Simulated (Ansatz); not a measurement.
Stepwise reaction of `[F][In]([Br])[Br]` with hydrogen sulfide, as a gas-phase model of exchange steps in deposition or etching. ΔE in kJ/mol; ΔG adds harmonic PBE0-D4 terms to CCSD(T)/CBS, at 1 bar.

Gas-phase electronic energies from Ansatz, PBE0-D4/def2-TZVP geometries. CBS: MP2 limit from def2 TZ/QZ plus the TZ coupled-cluster correction, frozen cores. This one scheme is used for every species. DFT in def2-TZVPP. B3LYP here is the variant with VWN-RPA as its local correlation; programs differ in this. Elements past krypton have def2 core potentials. For Br, In outer-core shells are correlated without core-valence functions, which leaves a few kJ/mol of doubt a bond. Scalar relativity is left out up to krypton. Each species was taken in one conformer, which may not be the lowest.

```
step                                               reaction  PBE-D4  B3LYP-D4  ωB97M-V  CCSD(T)/CBS  ΔG(500 K)
   1  `[F][In]([Br])[Br]` + H₂S → `[F][In]([SH])[Br]` + HBr    29.8      35.0     35.4         35.9       35.2
   2  `[F][In]([SH])[Br]` + H₂S → `[F][In]([SH])[SH]` + HBr    34.2      39.6     39.8         40.1       41.5
```

Q: By hand: ΔE of the 2 steps together at CCSD(T)/CBS.

A: (35.9) + (40.1) = 76.0 kJ/mol, or 38.0 kJ/mol a step.

In ΔE the steps differ by no more than 4.2 kJ/mol. All are uphill at CCSD(T)/CBS. ΔG lies between 35.2 and 41.5 kJ/mol a step. PBE-D4 differs from CCSD(T)/CBS by -6.1 to -5.9 kJ/mol a step. Isolated molecules leave out the surface, adducts and barriers. Largest T1 diagnostic: 0.015.
